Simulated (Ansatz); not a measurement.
Ideal-gas functions of `N#C[Si](Cl)(Cl)C#N` at 298.15 K and 1 bar, from an Ansatz frequency run at PBE0-D4/def2-TZVP.

Molar mass 151.03 g/mol, point group C2v (symmetry number 2), electronic degeneracy 1, moments of inertia 399.918, 413.033, 417.302 u Å². Harmonic wavenumbers (cm⁻¹, unscaled): 89, 100, 120, 165, 182, 327, 343, 392, 405, 454, 658, 670, 684, 2344, 2344.

Use S(trans) = R[1.5 ln M + 2.5 ln T − 1.1517]; rotational temperatures θ = 24.2544 K / I; S(rot) = R[ln(√π/σ · √(T³/θAθBθC)) + 1.5]; for each mode x = 1.438777 ν̃/T, S = R[x/(eˣ − 1) − ln(1 − e⁻ˣ)] and H = RT x/(eˣ − 1); 1 cm⁻¹ = 0.0119627 kJ/mol; R = 8.31446 J/(mol·K).

By hand: the entropy, in J/(mol·K).

Translation 171.4. Rotation: θ = 0.0606, 0.0587, 0.0581 K, giving 117.8. Vibration, mode by mode: 15.41, 14.45, 12.97, 10.43, 9.66, 5.33, 5.01, 4.15, 3.95, 3.28, 1.51, 1.44, 1.36, 0.00, 0.00, in all 89.0. Electronic 0.0. Sum 378.2 J/(mol·K).

By hand: H − E and G − E in kJ/mol, counted from the electronic energy.

Zero-point energy ½ × 9277 × 0.0119627 = 55.5; thermal vibration 14.2; translation, rotation and pV give 4 RT = 9.9. H − E = 79.6 kJ/mol, and G − E = 79.6 − 298.15 × 378.2/1000 = -33.2 kJ/mol.

Vibration gives 24 % of the entropy, 42.8 J/(mol·K) of it from the modes under 150 cm⁻¹: soft modes count most, and the harmonic formula is weakest for them.
